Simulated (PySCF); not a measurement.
# A survey of $^{15}$N NMR shifts

Computational details: GIAO PBE0/pcSseg-1 shieldings, geometry: GFN2-xTB, in PySCF 2.14.0 with density-fitted response routines (in vacuum, non-relativistic, one computed conformer, one averaged value for each set of equivalent atoms).

Shieldings were converted by a linear fit to measured shifts: $^{15}$N: δ = -148.07 − 0.921σ (rms 6.3 ppm, 71 shifts vs CH3NO2, solution or neat liquid). Occasional misses reach two or three times the rms, and more in compound classes unlike the fitted ones.

Give the $^{15}$N shifts of `N#Cc1ccn2cccc2c1`, `CC#C[Si]1(N)CC=CC1`, `Cc1nnc(C(C)(C)C)s1`, `N#CC[Si@@H](Cl)CCl`.

## Answers


```json
{"compound": "[N:1]#[C:2][c:3]1[cH:4][cH:5][n:6]2[cH:7][cH:8][cH:9][c:10]2[cH:11]1", "environment": "N1: nitrile nitrogen", "δ (ppm)": "-103.8"}
{"compound": "[N:1]#[C:2][c:3]1[cH:4][cH:5][n:6]2[cH:7][cH:8][cH:9][c:10]2[cH:11]1", "environment": "N6: pyrrole-type ring nitrogen", "δ (ppm)": "-193.7"}
{"compound": "CC#C[Si]1(N)CC=CC1", "environment": "nitrogen bonded to Si, 2 H", "δ (ppm)": "-372.5"}
{"compound": "[CH3:1][c:2]1[n:3][n:4][c:5]([C:6]([CH3:7])([CH3:8])[CH3:9])[s:10]1", "environment": "N3: pyridine-type nitrogen of an azole", "δ (ppm)": "-33.4"}
{"compound": "[CH3:1][c:2]1[n:3][n:4][c:5]([C:6]([CH3:7])([CH3:8])[CH3:9])[s:10]1", "environment": "N4: pyridine-type nitrogen of an azole", "δ (ppm)": "-38.8"}
{"compound": "N#CC[Si@@H](Cl)CCl", "environment": "nitrile nitrogen", "δ (ppm)": "-118.7"}
```
